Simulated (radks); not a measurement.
Results of a calculation; reference values are marked as such.
All-electron atom: Ta V in [Xe] 4f14 5d0.75 5f0.25 (fractional occupations, a model configuration). Code: a radial shooting solver on a logarithmic mesh with Libxc functionals. Model: scalar-relativistic Kohn-Sham, SCAN, spin-polarised, spherical densities, finite nucleus; open shells are filled with parallel spins first (spin-orbit coupling, left out, can overturn this in heavy ions); meta-GGA in the generalised Kohn-Sham scheme; Fermi nuclear charge, rms radius 5.3507 fm. Some entries of the table are withheld. Estimate them.

orbital  occ.  eigenvalue (eV)  <r> (bohr)  <r^2> (bohr^2)
1s down     1        -67479.52     0.01867       0.0004788
1s up       1        -67479.52     0.01867       0.0004788
2s up       1        -11656.36     0.07892        0.007369
2s down     1        -11656.33     0.07892        0.007369
2p up       3        -10217.32     0.07056        0.006083
2p down     3        -10217.29     0.07056        0.006083
3s up       1        -2715.548      0.2046         0.04784
3s down     1        -2715.546      0.2046         0.04784
3p up       3        -2284.762      0.2047         0.04860
3p down     3        -2284.757      0.2047         0.04860
3d up       5        -1781.387      0.1857         0.04043
3d down     5        -1781.366      0.1857         0.04043
4s up       1        -594.0443      0.4586          0.2373
4s down     1        -593.9986      0.4586          0.2373
4p up       3        -452.0910      0.4873          0.2701
4p down     3        -452.0431      0.4873          0.2700
4d up       5        -269.7826      0.5231          0.3172
4d down     5        -269.7147      0.5230          0.3170
5s up       1        -117.8765         (1)           1.334
5s down     1        -117.5877         (2)           1.331
5p up       3              (3)       1.260             (4)
5p down     3              (5)       1.254             (6)
4f up       7         -69.0843      0.6344          0.5080
4f down     7         -68.9206      0.6322          0.5033
5d up    0.75         -42.5526       1.714           3.362
5f up    0.25         -17.3847       3.559           14.32

Answer. 
(1) 5s up <r> (bohr): 1.090
(2) 5s down <r> (bohr): 1.090
(3) 5p up eigenvalue (eV): -83.0643
(4) 5p up <r^2> (bohr^2): 1.789
(5) 5p down eigenvalue (eV): -82.6043
(6) 5p down <r^2> (bohr^2): 1.772
